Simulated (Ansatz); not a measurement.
Harmonic frequencies (cm⁻¹) at PBE0-D4/def2-TZVP from Ansatz: 44, 66, 93, 106, 172, 192, 291, 449, 470, 500, 673, 690, 737, 762, 792, 830, 878, 881, 932, 935, 943, 967, 1131, 1280, 1387, 1442, 1446, 2197, 2198, 2217, 2237, 2238, 2513, 3052, 3134, 3145.

Each molecule was computed in one conformer, which needn't be the lowest.

Problem. Which molecule is it?
A. `C[SiH2]OB[SiH3]`
B. `C[SiH2][GeH2][OH]`
C. `CBO[SiH2][SiH3]`
D. `BOC([SiH3])[SiH3]`

Solution. A.
